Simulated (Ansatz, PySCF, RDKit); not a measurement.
Noncovalent pair: HF (SMILES F) (first 2 atoms) with CH4O (SMILES CO); geometry from B3LYP-D3(BJ)/def2-TZVP, rigid monomers moved along the line of their centres of mass till H2···O4 is 1.48 Å.
(charge 0, multiplicity 1):
```json
[
 {"atom": "F", "x (Å)": "0.0851", "y (Å)": "0.0129", "z (Å)": "0.2358"},
 {"atom": "H", "x (Å)": "-0.2159", "y (Å)": "-0.0603", "z (Å)": "1.1336"},
 {"atom": "C", "x (Å)": "0.5221", "y (Å)": "0.3914", "z (Å)": "3.3491"},
 {"atom": "O", "x (Å)": "-0.5472", "y (Å)": "-0.1683", "z (Å)": "2.5753"},
 {"atom": "H", "x (Å)": "0.2505", "y (Å)": "0.4436", "z (Å)": "4.4052"},
 {"atom": "H", "x (Å)": "0.6811", "y (Å)": "1.3985", "z (Å)": "2.9713"},
 {"atom": "H", "x (Å)": "1.4439", "y (Å)": "-0.1825", "z (Å)": "3.2301"},
 {"atom": "H", "x (Å)": "-0.7222", "y (Å)": "-1.0682", "z (Å)": "2.8707"}
]
```

Interaction energies are E(AB) − E(A) − E(B) at the monomers' geometry in the complex; basis-set methods are counterpoise corrected. RDKit's UFF carries no charges.

Codes used: Ansatz (Gaussian basis) for Hartree–Fock, density functionals and correlated methods; PySCF for the dispersion terms; RDKit for the force fields. 

**Question.** One of these levels gives -7.05 kcal/mol for the interaction energy. Name it.
A) UFF
B) r2SCAN-D3(BJ)/def2-TZVPPD
C) HF/aug-cc-pVTZ

**Answer.** C, HF/aug-cc-pVTZ. The others give 478.49 (UFF), -10.44 (r2SCAN-D3(BJ)/def2-TZVPPD)

Ansatz is a quantum-chemistry and plane-wave program.
